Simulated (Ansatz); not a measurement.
Relaxation of Cl$_{2}$FGaH$_{2}$O (7 atoms, charge 0, multiplicity 1), to a largest force component of 0.03 eV/Å in at most 50 steps.

The calculation used RKS CAM-B3LYP-D4/def2-SVP in Ansatz.

```xyz
7
Properties=species:S:1:pos:R:3:forces:R:3
Ga 0.146 0.522 -0.547 -0.04 -0.71 0.22
O 0.027 -0.036 2.366 0.04 0.83 -0.67
H -0.903 -0.140 2.615 0.05 -0.01 -0.02
Cl 1.942 -0.302 -1.283 -0.01 0.00 0.00
Cl -1.784 -0.145 -1.095 -0.01 0.00 0.00
F 0.237 1.958 0.403 0.03 0.61 0.36
H 0.135 0.938 2.260 -0.07 -0.72 0.10
```

Task: Where does it end, and by what steps?

Result: The forces met the threshold. After 11 steps the energy has fallen by 0.722 eV; H3 moved furthest, 0.57 Å. Joined: Ga1–O2 (2.97 → 2.05 Å).

```
step  energy less start (eV)  largest force component (eV/Å)  accepted
   0                  0.0000                           0.828       yes
   1                 -0.1925                           1.182       yes
   2                 -0.4683                           1.588       yes
   3                 -0.6275                           1.360       yes
   4                 -0.6961                           0.528       yes
   5                 -0.7139                           0.185       yes
   6                 -0.7187                           0.086       yes
   7                 -0.7188                           0.169       yes
   8                 -0.7207                           0.076       yes
   9                 -0.7214                           0.051       yes
  10                 -0.7218                           0.031       yes
  11                 -0.7219                           0.009       yes
```

```xyz
7
Properties=species:S:1:pos:R:3
Ga 0.139 0.513 -0.150
O 0.050 0.056 1.850
H -0.810 -0.331 2.083
Cl 1.877 -0.411 -0.957
Cl -1.824 -0.167 -0.691
F 0.267 2.204 0.315
H 0.100 0.932 2.272
```

Whether the end is a true minimum wasn't checked by a vibrational analysis.

Run time: 26 s on 4 threads of Arm Neoverse V2 (shared host), peak memory 0.3 GiB.
